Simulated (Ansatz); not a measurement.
C$_{2}$H$_{6}$AlFSi$_{2}$ (`C=[C]1[AlH][SiH2][SiH]1F`). Charge 0, multiplicity 1.

| atom | x (Å) | y (Å) | z (Å) |
| --- | --- | --- | --- |
| C1 | -0.110 | 1.614 | 1.541 |
| C2 | 0.158 | 0.836 | 0.486 |
| Al3 | -0.543 | 0.924 | -1.346 |
| Si4 | -0.410 | -1.523 | -1.427 |
| Si5 | 0.840 | -0.899 | 0.465 |
| F6 | 0.702 | -1.700 | 1.852 |
| H7 | -0.567 | 2.599 | 1.442 |
| H8 | 0.103 | 1.312 | 2.567 |
| H9 | -1.024 | 2.179 | -2.188 |
| H10 | -1.707 | -2.157 | -1.054 |
| H11 | 0.264 | -2.333 | -2.475 |
| H12 | 2.294 | -0.851 | 0.136 |

List the harmonic frequencies (cm⁻¹, unscaled) at PBE0-D4/def2-TZVP in Ansatz. (Best estimate.)

Computed: 58, 129, 151, 187, 264, 307, 327, 369, 434, 478, 486, 504, 565, 607, 626, 711, 785, 797, 878, 912, 1033, 1121, 1459, 1647, 1920, 2185, 2196, 2225, 3087, 3158.

Is this a minimum?

Yes, all 30 modes are real.

Give the ideal-gas thermochemistry at 298.15 K and 1 bar (rigid rotor, harmonic oscillator; point group C1, symmetry number 1).

Zero-point energy 177.1 kJ/mol; H(298) − E = 203.4 kJ/mol; entropy 387.1 J/(mol·K), of which translation 169.8, rotation 120.2, vibration 97.0; G(298) − E = 88.0 kJ/mol. Modes under 100 cm⁻¹ are hindered rotations or soft bends, so the harmonic entropy is rough.

Rotational constants (cm⁻¹)?

0.07217, 0.06052, 0.03532.
